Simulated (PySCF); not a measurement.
C₆ coefficients of unlike pairs at PW91

Calculated with PySCF 2.14 from the dipole response of each species, C₆(A,B) = (3/π) ∫ α_A(iu) α_B(iu) du, in atomic units, from isotropic polarisabilities. For ions this is the dispersion term alone; charge-induced terms of lower order in 1/R come first.

```tsv
species	configuration	basis	relativity	α (bohr³)	C₆ (like pair)
Ar²⁺	[Ne] 3s2 3p4 (3P)	def2-QZVPPD (10s7p5d2f1g)	none	4.821	16.91
Si³⁺	[Ne] 3s1 (2S)	aug-cc-pV(T+d)Z (6s5p4d2f)	none	7.024	13.12
Cr⁺	[Ar] 3d5 (6S)	aug-cc-pwCVTZ (10s9p7d4f3g)	none	13.91	51.84
```

Task: Estimate C₆ for Cr⁺ with Ar²⁺.

Result: The integral gives 28.27. The combination rule 2 C_A C_B / (C_A α_B/α_A + C_B α_A/α_B) gives 26.27 and the geometric mean 29.61.

No spin-orbit coupling is included.

The other pairs:

```json
{"pair": "Si³⁺, Ar²⁺", "C₆": "13.44"}
{"pair": "Cr⁺, Si³⁺", "C₆": "25.63"}
```
